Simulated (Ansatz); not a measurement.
Consider the cleavage of the Si–Si bond: `C[SiH2][SiH](O)Cl` + `O[Si](O)(F)F` → `O[SiH](Cl)O[Si](O)(F)F` + `C[SiH3]`.

Computed with Ansatz on PBE0-D4/def2-TZVP structures; ΔE is electronic, products minus reactants. CCSD(T)/CBS is the MP2 limit (def2-TZVPP, def2-QZVPP) plus CCSD(T) − MP2 in def2-TZVPP, frozen cores. This one scheme is used for every species. Functionals use def2-TZVPP. HSE06 is defined as in plane-wave codes. One conformer a species, not always the lowest.

CCSD(T)/CBS gives -142.0 kJ/mol.

Task: Another level gave -139.0 kJ/mol. Which?
A. r2SCAN-D4/def2-TZVPP
B. CCSD/def2-TZVPP
C. PBE-D4/def2-TZVPP
D. HSE06/def2-TZVPP

Result: A. r2SCAN-D4 -139.0, HSE06 -123.9, PBE-D4 -116.7, CCSD/def2-TZVPP -147.3 kJ/mol.

Largest T1 diagnostic among the species: 0.011.

The D4 term adds −3.7 kJ/mol with B3LYP and −2.0 kJ/mol with PBE0; it sums over pairs of atoms, weighted by their polarisabilities, and B3LYP, whose exchange is more repulsive, gets the larger term. At CCSD(T), def2-SVP lies −4.3 kJ/mol from the extrapolated value and def2-TZVPP −2.5 kJ/mol. From BLYP to BHLYP (50 % exact exchange), in def2-TZVPP and without D4, ΔE moves by −21.1 kJ/mol.

B3LYP here is the variant with VWN-RPA as its local correlation; programs differ in this.
